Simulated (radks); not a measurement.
The argon ion Ar+ inside a hard spherical wall (all orbitals vanish at R), configuration held at [Ne] 3s2 3p5 and not refilled when levels cross. Calculated with a radial shooting solver on a logarithmic mesh with Libxc functionals: scalar-relativistic Kohn-Sham, PBEsol, spin-polarised, spherical densities, finite nucleus; open shells are filled with parallel spins first; Fermi nuclear charge, rms radius 3.4274 fm. Eigenvalues in eV for spin up, with the zero of energy where the potential of the charges vanishes at infinity; a dash marks a level that is unbound or too diffuse for the functional's potential to be trusted. A positive occupied level is held by the wall or, in an anion where self-interaction has pushed it up, behind a barrier. The pressure on the wall is -dE/dV.

R (bohr),E (hartree),kinetic (hartree),e(2s),e(2p),e(3s),e(3p),"e(4s, empty)","e(3d, empty)",pressure (GPa)
free,-527.90428,530.601,-310.39,-243.67,-37.111,-22.546,-,-,0
12,-527.90428,530.601,-310.39,-243.67,-37.111,-22.546,-,-,< 0.0001
8,-527.90428,530.601,-310.39,-243.67,-37.110,-22.546,-5.641,-4.013,0.000436
7,-527.90423,530.601,-310.39,-243.67,-37.107,-22.543,-5.243,-3.888,0.00591
5,-527.89905,530.654,-310.15,-243.43,-36.939,-22.365,-1.575,-2.895,1.10
4,-527.85524,530.985,-308.91,-242.17,-36.099,-21.436,6.121,-0.804,16.0
3.5,-527.75455,531.617,-306.89,-240.13,-34.744,-19.888,15.120,1.747,64.0
3,-527.44286,533.264,-302.39,-235.55,-31.597,-16.245,32.610,6.841,272
2.5,-526.45196,537.572,-292.68,-225.64,-23.973,-7.490,68.980,17.504,1270
2,-523.13014,549.201,-272.40,-204.78,-3.583,15.058,151.95,41.253,6850
1.5,-510.60771,584.356,-229.88,-160.39,62.646,83.306,372.09,100.81,49300
